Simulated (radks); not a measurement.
Results of a calculation; reference values are marked as such.
Problem. The table gives one normalised radial function P(r) = r R(r) (large component) of Ni+ in [Ar] 3d9 (r in bohr). Code: a radial shooting solver on a logarithmic mesh with Libxc functionals. Model: Dirac Kohn-Sham, LDA (Slater exchange, Perdew-Wang correlation), spin-unpolarised, spherical densities, point nucleus; open shells fill j = l - 1/2 first.

r           P
0.003761   0.0046
0.004819   0.0070
0.006127   0.0106
0.007851   0.0163
0.01006    0.0251
0.01289    0.0386
0.01652    0.0588
0.02117    0.0888
0.02713    0.1320
0.03477    0.1921
0.04455    0.2719
0.05664    0.3671
0.07258    0.4768
0.093      0.5790
0.1192     0.6396
0.1527     0.6110
0.1957     0.4452
0.2508     0.1195
0.3214    -0.3310
0.4118    -0.7980
0.5236    -1.1230
0.6709    -1.2142
0.8597    -1.0519
1.102     -0.7422
1.412     -0.4243
1.809     -0.1918
2.318     -0.0655
2.971     -0.0158
3.807     -0.0024

Which n and l does it have? It may be an empty orbital.

Solution. n = 3, l = 1: the number of nodes gives n - l - 1 = 1, the rise at small r points to l (for j = l - 1/2 the large component starts as r^gamma with gamma = sqrt(l^2 - (Z/c)^2) = 0.98 and the r^(l+1) term takes over further out; the orbital of l - 1 with the same j starts with the same power, but with a larger coefficient, and does not steepen), and the extent must fit the shell. The curve is that of 3p1/2; the two j differ most near the nucleus, where j = l - 1/2 has the larger amplitude, and in heavy atoms j = l - 1/2 is also the more compact. 3p1/2: eigenvalue -76.220 eV, 1 radial node at r = 0.269 bohr, <r> = 0.779 bohr, 90 % of the charge inside 1.21 bohr.
